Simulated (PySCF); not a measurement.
(1E)-1-fluorobuta-1,3-diene (C4H5F), SMILES C(/C=C)=C\F. Atoms are numbered in the order given.

```xyz
10

C      0.2294    -2.4767     0.0000
C     -0.3966    -1.2773     0.0000
C      0.2792     0.0077     0.0000
C     -0.3839     1.1834     0.0000
F      0.2491     2.3643     0.0000
H      1.3293    -2.5485     0.0000
H     -0.3373    -3.4193     0.0000
H     -1.5015    -1.2518     0.0000
H      1.3820     0.0318     0.0000
H     -1.4832     1.2862     0.0000
```

Geometry: PBE-D3(BJ)/def2-SVP. One conformer was computed; it need not be the lowest.

The numbers are results of PBE-D3(BJ)/def2-SVP run with PySCF, not measurements.

Harmonic, unscaled wavenumbers; measured fundamentals usually lie a few per cent lower.

Computed harmonic wavenumbers and intensities:
```json
[
 {"mode": "1", "ν (cm⁻¹)": "162", "IR (km/mol)": "0.4", "moving atoms (share of kinetic energy)": "C 67 %, H 23 %, F 10 %"},
 {"mode": "2", "ν (cm⁻¹)": "196", "IR (km/mol)": "1.8", "moving atoms (share of kinetic energy)": "C 56 %, H 22 %, F 22 %"},
 {"mode": "3", "ν (cm⁻¹)": "292", "IR (km/mol)": "0.2", "moving atoms (share of kinetic energy)": "C 45 %, H 39 %, F 16 %"},
 {"mode": "4", "ν (cm⁻¹)": "453", "IR (km/mol)": "0.7", "moving atoms (share of kinetic energy)": "C 65 %, H 26 %, F 9 %"},
 {"mode": "5", "ν (cm⁻¹)": "499", "IR (km/mol)": "14.6", "moving atoms (share of kinetic energy)": "C 46 %, F 38 %, H 16 %"},
 {"mode": "6", "ν (cm⁻¹)": "654", "IR (km/mol)": "7.7", "moving atoms (share of kinetic energy)": "H 67 %, C 32 %"},
 {"mode": "7", "ν (cm⁻¹)": "825", "IR (km/mol)": "4.2", "moving atoms (share of kinetic energy)": "H 50 %, C 49 %"},
 {"mode": "8", "ν (cm⁻¹)": "872", "IR (km/mol)": "20.8", "moving atoms (share of kinetic energy)": "H 74 %, C 26 %"},
 {"mode": "9", "ν (cm⁻¹)": "901", "IR (km/mol)": "35.3", "moving atoms (share of kinetic energy)": "H 82 %, C 18 %"},
 {"mode": "10", "ν (cm⁻¹)": "929", "IR (km/mol)": "0.8", "moving atoms (share of kinetic energy)": "H 71 %, C 29 %"},
 {"mode": "11", "ν (cm⁻¹)": "997", "IR (km/mol)": "31.7", "moving atoms (share of kinetic energy)": "H 91 %, C 9 %"},
 {"mode": "12", "ν (cm⁻¹)": "1159", "IR (km/mol)": "166.7", "moving atoms (share of kinetic energy)": "C 57 %, F 34 %, H 9 %"},
 {"mode": "13", "ν (cm⁻¹)": "1172", "IR (km/mol)": "8.2", "moving atoms (share of kinetic energy)": "H 57 %, C 43 %"},
 {"mode": "14", "ν (cm⁻¹)": "1203", "IR (km/mol)": "7.3", "moving atoms (share of kinetic energy)": "H 63 %, C 35 %"},
 {"mode": "15", "ν (cm⁻¹)": "1265", "IR (km/mol)": "2.6", "moving atoms (share of kinetic energy)": "H 69 %, C 31 %"},
 {"mode": "16", "ν (cm⁻¹)": "1289", "IR (km/mol)": "2.4", "moving atoms (share of kinetic energy)": "H 82 %, C 17 %"},
 {"mode": "17", "ν (cm⁻¹)": "1388", "IR (km/mol)": "11.0", "moving atoms (share of kinetic energy)": "H 77 %, C 22 %"},
 {"mode": "18", "ν (cm⁻¹)": "1631", "IR (km/mol)": "5.3", "moving atoms (share of kinetic energy)": "C 87 %, H 12 %"},
 {"mode": "19", "ν (cm⁻¹)": "1688", "IR (km/mol)": "112.5", "moving atoms (share of kinetic energy)": "C 90 %, H 9 %"},
 {"mode": "20", "ν (cm⁻¹)": "3070", "IR (km/mol)": "9.9", "moving atoms (share of kinetic energy)": "H 93 %"},
 {"mode": "21", "ν (cm⁻¹)": "3080", "IR (km/mol)": "0.8", "moving atoms (share of kinetic energy)": "H 93 %"},
 {"mode": "22", "ν (cm⁻¹)": "3106", "IR (km/mol)": "12.2", "moving atoms (share of kinetic energy)": "H 92 %"},
 {"mode": "23", "ν (cm⁻¹)": "3108", "IR (km/mol)": "5.8", "moving atoms (share of kinetic energy)": "H 91 %, C 9 %"},
 {"mode": "24", "ν (cm⁻¹)": "3181", "IR (km/mol)": "6.5", "moving atoms (share of kinetic energy)": "H 89 %, C 11 %"}
]
```
